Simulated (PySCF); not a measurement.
PySCF input (BP86/6-31G* with LANL2DZ past Ar (5d)):

```python
from pyscf import gto, dft

mol = gto.M(
    atom='''
    Cl   -0.00000000   -0.00000000   -1.39210320
    Br    0.00000000    0.00000000    0.67616441
    ''',
    basis={'default': '6-31g*', 'Br': 'lanl2dz'},
    ecp={'Br': 'lanl2dz'},
    charge=1,
    spin=1,
    symmetry='C2v',
    verbose=4,
)

mf = dft.UKS(mol, xc='bp86')
mf.grids.level = 3
mf.conv_tol = 1e-9
mf.max_cycle = 100
mf.max_memory = 1500
mf.kernel()
if not mf.converged:
    mf = mf.newton()
    mf.kernel(mf.make_rdm1())
mf.dip_moment()
```

From the last part of the output:

```
max_cycle_inner = 12
max_stepsize = 0.05
ah_start_tol = 1e+09
ah_level_shift = 0
ah_conv_tol = 1e-12
ah_lindep = 1e-14
ah_start_cycle = 1
ah_max_cycle = 40
ah_grad_trust_region = 2.5
kf_interval = 4
kf_trust_region = 5
canonicalization = True
Set conv_tol_grad to 3.16228e-05
alpha HOMO (B1) = -0.546809493278023  LUMO (A1) = -0.441527991446058
beta  HOMO (B2) = -0.54203922739938  LUMO (B1) = -0.538128136280124
  HOMO = -0.542039227399  LUMO = -0.53812813628  gap/eV = 0.10643
Initial guess E= -472.96756860047  |g|= 0.0445442
macro= 0  E= -472.968968119097  delta_E= -0.00139952  |g|= 0.00110892  2 KF 8 JK
macro= 1  E= -472.968968119097  delta_E= -2.27374e-13  |g|= 1.17399e-05  1 KF 2 JK
Canonicalize SCF orbitals
macro X = 2  E=-472.968968119097  |g|= 1.17399e-05  total 4 KF 13 JK

WARN: HOMO -0.5392140909208486 > LUMO -0.5409423016637583 was found in the canonicalized orbitals.

converged SCF energy = -472.968968119097  <S^2> = 0.75055516  2S+1 = 2.0005551

WARN: System has nonzero charge 1; the dipole moment is origin-dependent.
Location of origin: [0. 0. 0.]

Dipole moment(X, Y, Z, Debye):  0.00000,  0.00000, -0.65844
```

The dipole moment of an ion depends on the origin.
